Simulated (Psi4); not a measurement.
Pair of molecules, SMILES [H][H] with SMILES CC(C)=O (the first has 2 atoms); geometry from B3LYP-D3(BJ)/def2-TZVP, rigid monomers moved along the line of their centres of mass till H2···O6 is 3.59 Å.
(charge 0, multiplicity 1):
```xyz
12

H     -0.348    -0.232    -0.370
H     -0.255    -0.432     0.342
C      0.641    -0.161     6.155
C      0.452     0.138     4.684
C      0.514     1.594     4.280
O      0.260    -0.742     3.877
H      1.633     0.168     6.477
H     -0.086     0.394     6.752
H      0.533    -1.228     6.336
H      0.416     1.690     3.202
H     -0.288     2.150     4.772
H      1.456     2.039     4.609
```

Level of theory: Psi4 with SAPT0/jun-cc-pV(D+d)Z.

### Question
Give the four SAPT terms and the total, and say what mostly holds the pair together.

### Answer
electrostatics -10.8, exchange 2.0, induction -1.8, dispersion -4.9, total -15.4 meV; the largest attraction is electrostatics.
